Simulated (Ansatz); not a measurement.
## Relaxing a trial structure of H2N3Se+

The starting geometry of this gas-phase singlet was optimised with GFN2-xTB.

```xyz
6

N    -1.5206   -0.2334   -0.1174
N     0.5427    0.8301    1.7672
N     0.1895   -0.0888    2.3256
Se    0.0919   -0.6279    0.2448
H    -1.7785    0.5544   -0.7063
H    -2.3066   -0.8211    0.1493
```

Task: Predict what it relaxes into with PBE0-D3(BJ)/def2-SVP.

Result: A bond breaks, giving a structure given below by its coordinates. Distances that change by over a tenth: N2–Se4 (2.16 → 2.43 Å). Contacts that open: N3–Se4 (2.15 → 3.53 Å).

The energy falls by 1.10 eV over 20 steps:

| step | E − E(last) (eV) |
| --- | --- |
| 1 | 1.095 |
| 3 | 0.598 |
| 5 | 0.377 |
| 7 | 0.365 |
| 9 | 0.363 |
| 12 | 0.239 |
| 14 | 0.089 |
| 16 | 0.005 |
| 18 | 0.000 |
| 20 | 0.000 |

Final geometry (Å):

```xyz
6

N    -1.6593   -0.2839   -0.3938
N     0.4959    0.2369    2.0576
N     0.7708    0.6277    3.0458
Se   -0.0205   -0.6648   -0.1397
H    -1.9525    0.6026   -0.8171
H    -2.4158   -0.9052   -0.0895
```

The end wasn't checked by frequencies. Run with Ansatz 0.2.0, 24 s on 2 threads of Arm Neoverse V2, on a shared host.
